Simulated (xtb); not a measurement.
C5H12S2, SMILES S(C)CCCSC. All values are semi-empirical tight-binding results from xtb (GFN2-xTB unless named), good for trends rather than for accurate numbers. Geometry: GFN2-xTB. The values are those of a single conformer.

```
Item                                               Value
-----------------------------------------  -------------
point group as xtb finds it                          C2v
orbital gap                                      4.09 eV
zero-point energy                          99.3 kcal/mol
G − E(el) at 298.15 K (modified RRHO)      76.2 kcal/mol
static polarisability (D4 model)             102.7 bohr³
solvation energy, GFN2-xTB/ALPB(water)     -0.6 kcal/mol
solvation energy, GFN2-xTB/ALPB(methanol)  -7.6 kcal/mol
```
